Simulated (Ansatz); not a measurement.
`[OH][GeH2][SnH3]` + H–F → `[OH][GeH2][F]` + `[SnH4]` at 298.15 K and 1 bar (cleavage of the Ge–Sn bond).

Gas-phase electronic energies from Ansatz, PBE0-D4/def2-TZVP geometries. CCSD(T)/CBS adds triple-zeta CCSD(T) − MP2 to the extrapolated MP2 energy (def2 sets, frozen cores). This one scheme is used for every species. Elements past krypton have def2 core potentials. For Ge, Sn outer-core shells are correlated without core-valence functions, which leaves a few kJ/mol of doubt a bond. Scalar relativity is left out up to krypton. Each species was taken in one conformer, which may not be the lowest.

```
           species  CCSD(T)/CBS energy (Eh)  H − E (kJ/mol)  S (J/(mol·K))
`[OH][GeH2][SnH3]`              -2368.92338           151.6          363.0
               H–F               -100.39570            33.5          173.6
   `[OH][GeH2][F]`              -2252.93819            98.4          291.4
          `[SnH4]`               -216.39156            79.6          228.5
```

H − E and S are ideal-gas, rigid-rotor, harmonic terms from PBE0-D4/def2-TZVP, for one conformer and one mirror image of each species. 1 Eh = 2625.50 kJ/mol, R = 8.31446 J/(mol·K).

Task: By hand: ΔE, ΔH, ΔS and ΔG.

Result: ΔE = (-2252.93819) + (-216.39156) − (-2368.92338) − (-100.39570) = -0.01067 Eh = -28.0 kJ/mol. Δ(H − E) = 98.4 + 79.6 − 151.6 − 33.5 = -7.1, so ΔH = -35.1 kJ/mol. ΔS = 291.4 + 228.5 − 363.0 − 173.6 = -16.7 J/(mol·K). ΔG = -35.1 − 298.15 × (-16.7)/1000 = -30.1 kJ/mol.

Task: By hand: the equilibrium constant, and the temperature at which ΔG would vanish if ΔH and ΔS stayed fixed.

Result: log₁₀ K = −ΔG/(RT ln 10) = 5.3. ΔG = 0 at ΔH/ΔS = 2102 K, though so small a ΔS makes that figure unsure.

ΔH outweighs TΔS. A doubt of 5 kJ/mol in ΔE shifts log₁₀ K by 0.9 here. Other conformers and mirror images would add mixing entropy, several J/(mol·K) or more a flexible species. Modes under 60 cm⁻¹, often nearly free rotors, make the harmonic entropy too high. These are equilibria of isolated gas molecules and say nothing of rates. Largest T1 diagnostic: 0.013 (customary marks: 0.02 for closed shells, 0.045 for open ones).
